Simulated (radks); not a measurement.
Effect of the nuclear size on neutral lead, [Hg] 6p2. All-electron calculation, Dirac Kohn-Sham, relativistic LDA (MacDonald-Vosko exchange, VWN5 correlation), spin-unpolarised, spherical densities, finite nucleus; open shells fill j = l - 1/2 first; Fermi nuclear charge, rms radius 5.5012 fm. Program: a radial shooting solver on a logarithmic mesh with Libxc functionals. The rms radius is varied about that value; shifts are against it.

rms radius (fm)  total energy shift (eV)  density at nucleus (e/bohr^3)  1s1/2 shift (meV)  2s1/2 shift (meV)  5s1/2 shift (meV)  5p1/2 shift (meV)  6s1/2 shift (meV)  6p1/2 shift (meV)  7s1/2 (empty) shift (meV)
4.599                              -39.3                      2.911e+06             -15600              -2370              -28.7              0.554              -2.79              0.386                     -0.211
5.1656                             -15.1                      2.768e+06              -5980               -908              -11.0              0.212              -1.07              0.148                     -0.081
5.5012                                 0                      2.693e+06              0.000              0.000              0.000              0.000              0.000              0.000                      0.000
6.0513                              25.9                      2.584e+06              10300               1560               18.9             -0.360               1.84             -0.254                      0.139
6.1723                              31.8                      2.562e+06              12600               1910               23.2             -0.441               2.26             -0.312                      0.170

Slopes of the eigenvalues against <r^2> in GHz/fm^2, as finite differences over the two radii next to the reference (eigenvalue slopes, not the field-shift constants of lines): 1s1/2 395000, 2s1/2 60000, 5s1/2 728, 5p1/2 -13.9, 6s1/2 70.8, 6p1/2 -9.78, 7s1/2 (empty) 5.35.
